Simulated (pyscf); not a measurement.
## `[NH2][Si]([F])([Cl])[Cl]`, singlet

Gas-phase minimum from PySCF at ωB97X-D3(BJ)/def2-SVP, one conformer. 

SMILES: N[Si](F)(Cl)Cl
```xyz
7

N     -0.6867    -0.3686    -1.4280
Si    -0.3406     1.1852    -0.8677
F     -0.6024     1.4063     0.7106
Cl     1.6349     1.5876    -1.1627
Cl    -1.5358     2.5351    -1.8170
H     -1.6202    -0.6587    -1.6935
H     -0.0183    -1.1282    -1.3793
```

Bonded distances (Å): N1–Si2 1.688, N1–H6 1.013, N1–H7 1.013, Si2–F3 1.615, Si2–Cl4 2.037, Si2–Cl5 2.038. Bond angles (°): Si2–N1–H6 122.7, Si2–N1–H7 122.6, H6–N1–H7 113.9, N1–Si2–F3 114.7, N1–Si2–Cl4 109.4, N1–Si2–Cl5 109.6, F3–Si2–Cl4 105.8, F3–Si2–Cl5 105.6, Cl4–Si2–Cl5 111.7.

Properties at ωB97X-D3(BJ)/def2-SVP:

```yaml
harmonic_wavenumbers_unscaled: 114, 160, 242, 273, 276, 293, 313, 526, 623, 823, 881, 989, 1531, 3640, 3746 cm⁻¹
zero_point_energy: 20.6 kcal/mol
rotational_symmetry_number: 1
Entropy of this conformer at 298 K and 1 atm, rigid rotor and harmonic oscillator, modes under 100 cm⁻¹ raised to 100: 349.4 J/(mol K)
dipole_moment: 2.86 D
```

Single-point totals, which compare only within one level (frozen core for MP2 and CC):

```csv
level,total energy (hartree)
ωB97X-D3(BJ)/def2-TZVP,-1366.07593
PBE/def2-TZVP,-1365.32946
r²SCAN/def2-TZVP,-1365.86414
B3LYP-D3(BJ)/def2-TZVP,-1366.07627
PBE0-D3(BJ)/def2-TZVP,-1365.44148
M06-2X/def2-TZVP,-1365.91635
ωB97M-D3(BJ)/def2-TZVP,-1366.19559
HF/def2-TZVPP,-1363.31720
MP2/def2-TZVPP,-1364.26902
CCSD/def2-TZVPP,-1364.30801
CCSD(T)/def2-TZVPP,-1364.34590
```

Soft torsions are taken as harmonic, which can shift the entropy by several J/(mol K). The CCSD(T) − MP2 part came from Ansatz, without density fitting, on the same reference.
